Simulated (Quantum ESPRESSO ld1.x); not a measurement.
Os LIV, 23 electrons, occupied as [Ar] 3d5.

Calculated with ld1.x of Quantum ESPRESSO 7.5: scalar-relativistic Kohn-Sham, relativistic LDA (MacDonald-Vosko exchange, VWN5 correlation), spin-unpolarised, spherical densities, point nucleus.

Energy parts (eV):
| part | energy |
|---|---|
| total | -399568.1 |
| kinetic | 447703.8 |
| electron-nucleus | -900456.7 |
| Hartree | 57853.3 |
| exchange-correlation | -4668.5 |

Orbitals (lengths in bohr, moments of r in powers of bohr; r(90%) holds 90 % of the orbital's charge):
[
 {"orbital": "1s", "occ.": "2", "eigenvalue (eV)": "-76780.5", "<r^2>": "0.0004368", "<r>": "0.01781", "r(90%)": "0.0325", "<1/r>": "90.08"},
 {"orbital": "2s", "occ.": "2", "eigenvalue (eV)": "-16124.6", "<r^2>": "0.006617", "<r>": "0.07480", "r(90%)": "0.116", "<1/r>": "21.21"},
 {"orbital": "2p", "occ.": "6", "eigenvalue (eV)": "-14503.0", "<r^2>": "0.005485", "<r>": "0.06705", "r(90%)": "0.109", "<1/r>": "19.09"},
 {"orbital": "3s", "occ.": "2", "eigenvalue (eV)": "-5976.20", "<r^2>": "0.03953", "<r>": "0.1862", "r(90%)": "0.271", "<1/r>": "8.247"},
 {"orbital": "3p", "occ.": "6", "eigenvalue (eV)": "-5495.96", "<r^2>": "0.03935", "<r>": "0.1845", "r(90%)": "0.274", "<1/r>": "7.627"},
 {"orbital": "3d", "occ.": "5", "eigenvalue (eV)": "-5021.33", "<r^2>": "0.03127", "<r>": "0.1644", "r(90%)": "0.252", "<1/r>": "7.211"},
 {"orbital": "4s", "occ.": "0", "eigenvalue (eV)": "-3053.63", "<r^2>": "0.1437", "<r>": "0.3573", "r(90%)": "0.504", "<1/r>": "4.228"},
 {"orbital": "4p", "occ.": "0", "eigenvalue (eV)": "-2863.67", "<r^2>": "0.1492", "<r>": "0.3628", "r(90%)": "0.516", "<1/r>": "3.979"}
]

The highest occupied level is 3d at -5021.3 eV. Summed over all electrons, <r^2> = 0.5185 bohr^2, which gives a Langevin (diamagnetic) susceptibility term of -0.411 x 10^-6 cm^3/mol. The density falls to 0.001 e/bohr^3 at r = 0.60 bohr. For comparison, the ionisation energy in NIST's Atomic Spectra Database is 5052 eV (theoretical). In exact Kohn-Sham theory the highest level is minus the ionisation energy, but local and semilocal functionals leave it too shallow, through self-interaction and a potential that decays too fast; potentials with the right tail come closer.

Beside tabulated values, note that spin-unpolarised runs miss the spin-polarisation part of the exchange energy of open shells.
